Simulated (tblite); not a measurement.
C6H9F3NP.
Atom-mapped SMILES: `[CH2:1]=[CH:2]/[C:3](=[P:4]/[C:5]([F:6])([F:7])[F:8])[N:9]([CH3:10])[CH3:11]` (hydrogens: H12, H13 on C1; H14 on C2; H15, H16, H17 on C10; H18, H19, H20 on C11)

Geometry (GFN2-xTB, Å), atoms numbered from 1 in this order:
```xyz
20
C6H9F3NP angstrom
C     -2.577   -1.603    0.199
C     -1.866   -0.523    0.504
C     -0.426   -0.406    0.287
P      0.421   -1.902    0.488
C      2.070   -1.596   -0.403
F      2.466   -2.793   -0.871
F      1.993   -0.785   -1.476
F      3.101   -1.141    0.338
N      0.067    0.828    0.053
C      1.376    1.261    0.468
C     -0.763    1.869   -0.502
H     -3.626   -1.673    0.430
H     -2.126   -2.449   -0.291
H     -2.346    0.331    0.965
H      1.787    0.560    1.193
H      1.283    2.237    0.952
H      2.066    1.362   -0.373
H     -0.170    2.447   -1.213
H     -1.611    1.439   -1.029
H     -1.127    2.549    0.276
```

Computed values, GFN2-xTB/tblite, gas phase, harmonic and unscaled. Against measured fundamentals such values can be off by several per cent, at times by over 20. One conformer, not necessarily the lowest.

Harmonic wavenumbers (cm⁻¹): 51.6, 63.0, 82.8, 113.9, 140.9, 169.6, 193.7, 221.9, 229.9, 255.1, 280.9, 298.7, 366.3, 390.0, 420.4, 443.3, 470.7, 486.4, 532.3, 638.5, 660.0, 686.0, 889.4, 963.0, 971.5, 1006.1, 1008.9, 1029.7, 1052.8, 1057.3, 1087.8, 1104.7, 1151.9, 1177.6, 1256.4, 1283.2, 1384.0, 1408.5, 1411.4, 1455.7, 1473.6, 1480.5, 1484.9, 1509.2, 1652.3, 2930.5, 2959.1, 2980.8, 2993.8, 3027.6, 3043.9, 3047.1, 3098.2, 3134.2.

A = 1366, B = 752.2, C = 560.6 MHz; mass 183.042 u (most abundant isotopes); point group C1, symmetry number 1.

Problem. What is the zero-point energy?

Solution. ½Σν̃ = 31356 cm⁻¹ = 375.10 kJ/mol.

Problem. Entropy at 500 K, 1 bar (ideal gas, RRHO, classical rotation)?

Solution. Translation 184.58, rotation 134.90, vibration 273.06: S = 592.5 J/(mol K).

Problem. And Cp and H(500 K) − H(0)?

Solution. Cp = 276.68 J/(mol K), of which vibrations give 243.42 (their classical limit is 54 R = 449.0); H(500 K) − H(0) = 84.94 kJ/mol without the zero-point energy, 68.32 from vibrations.

Problem. Which modes carry the vibrational entropy at 500 K?

Solution. 51.6 cm⁻¹: 24.18; 63.0 cm⁻¹: 22.52; 82.8 cm⁻¹: 20.26; 113.9 cm⁻¹: 17.63; 140.9 cm⁻¹: 15.88; 169.6 cm⁻¹: 14.36 J/(mol K); the other 48 give 158.23 together.

Problem. Blend soft modes into free rotors: weight 1/[1 + (100 cm⁻¹/ν̃)⁴] for the oscillator and the rest for a rotor with moment μB/(μ + B), μ = h/(8π²ν), B = 10⁻⁴⁴ kg m². What vibrational entropy results?

Solution. 254.26 J/(mol K) in place of 273.06, which changes −T·S at 500 K by +9.40 kJ/mol.

Problem. How do the functions run with temperature in this model?

Solution. 
```
 T (K)  S (J/(mol K))  Cp (J/(mol K))  H − H(0) (kJ/mol)  G − H(0) (kJ/mol)  ln q(vib)
    50          258.9            62.2               2.21             -10.73       0.60
   100          313.3            98.4               6.24             -25.09       2.19
298.15          470.1           199.5              36.45            -103.70       9.47
373.15          518.3           231.2              52.62            -140.78      12.12
   750          717.5           338.8             162.52            -375.61      24.19
  1000          820.8           378.3             252.51            -568.28      31.15
```

q(vib) and H(0) count from the zero-point level.

Problem. What must be added to the electronic energy to get the Gibbs energy at 500 K and 1 bar?

Solution. ZPE + [H(500 K) − H(0)] − T·S = 375.10 + 84.94 − 296.27 = 163.77 kJ/mol.

Hindered rotation and anharmonicity are outside this model. Other conformers, if any are populated, would add a mixing term that is left out. The structure is chiral; the term R ln 2 for an equal mix with its mirror image is left out.
